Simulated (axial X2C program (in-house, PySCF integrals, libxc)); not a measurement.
Excited states of ZnH⁺ by EOM-EE-CCSD

Calculated with an axial X2C code built on PySCF integrals: two-component X2C with atomic mean-field Coulomb and Gaunt terms, Gaussian nuclei, basis Zn dyall-acv3z, H dyall-av3z with contracted cores.

R = 1.513 Å (near the PBE0 minimum at charge 1 of the determinant lowest at the starting distance; the state shown can have its own minimum elsewhere).

Hartree–Fock spinors of ZnH⁺ (one of each Kramers pair; a window near the gap, which can cut inner shells):

```tsv
ω	occupied	ε (eV)	character
3/2	yes	-30.44	100% Zn d
1/2	yes	-30.43	98% Zn d
5/2	yes	-30.04	100% Zn d
1/2	yes	-30.03	98% Zn d
3/2	yes	-29.99	99% Zn d
1/2	yes	-18.99	54% H s, 32% Zn s, 7% Zn p
1/2	no	-6.95	49% Zn p, 31% Zn s, 10% H s
1/2	no	-4.25	83% Zn p, 13% H p, 2% H d
3/2	no	-4.22	83% Zn p, 13% H p
1/2	no	-2.52	70% Zn s, 18% H s, 7% Zn p
1/2	no	-2.00	77% Zn p, 12% Zn d, 9% H s
1/2	no	-1.63	98% Zn p
```

Vertical excitation energies from the closed-shell determinant state of ZnH⁺:

```tsv
Ω	excitation (eV)	cm⁻¹	hole of the leading pair	particle of the leading pair	weight of the pair (for Ω = 0 its time-reversed partner can hold as much again)	singles weight
0⁻	3.911	31541	52% H sσ, 32% Zn sσ, 7% Zn pσ	35% Zn pσ, 34% Zn sσ, 16% H sσ	0.49	0.98
1	3.911	31541	52% H sσ, 32% Zn sσ, 7% Zn pσ	35% Zn pσ, 34% Zn sσ, 16% H sσ	0.98	0.98
0⁺	5.960	48072	48% H sσ, 31% Zn sσ, 10% Zn dσ	52% Zn pσ, 30% Zn sσ, 8% H pσ	0.45	0.90
0⁻	7.384	59555	52% H sσ, 32% Zn sσ, 7% Zn pσ	77% Zn pπ, 18% H pπ	0.47	0.95
0⁺	7.385	59566	52% H sσ, 32% Zn sσ, 7% Zn pσ	77% Zn pπ, 18% H pπ	0.47	0.95
1	7.421	59854	52% H sσ, 32% Zn sσ, 7% Zn pσ	78% Zn pπ, 17% H pπ	0.50	0.95
2	7.460	60171	52% H sσ, 32% Zn sσ, 7% Zn pσ	77% Zn pπ, 18% H pπ	0.94	0.95
1	8.495	68518	53% H sσ, 32% Zn sσ, 7% Zn pσ	82% Zn pπ, 13% H pπ	0.47	0.90
2	9.856	79498	92% Zn dπ, 7% Zn dδ	46% Zn pσ, 33% Zn sσ, 11% H sσ	0.93	0.94
1	9.876	79658	88% Zn dπ, 11% Zn dδ	45% Zn pσ, 33% Zn sσ, 11% H sσ	0.47	0.94
```

This point took 35 s on 1 thread of Arm Neoverse V2 (shared host).

Reference electrons by ω block (each with its −ω partner): 1/2: 10, 3/2: 4, 5/2: 1. 12 electrons of ZnH⁺ correlated (inner shells frozen), 88 natural virtual spinors (a truncated set); levels can be off by some tenths of an eV. Roots sought by Ω: (0: 5, 1: 4, 2: 3, 3: 1); rows need 60 % singles weight and stop where some Ω has no more roots. Missing are any skipped roots, higher Ω and states of a further excitation; these come out far too high here and may in truth be low or lowest. T1 of the reference 0.024 (Lee–Taylor). Some roots did not converge and are left out. Number of frozen shells: Zn 3 s, 2 p; H none.
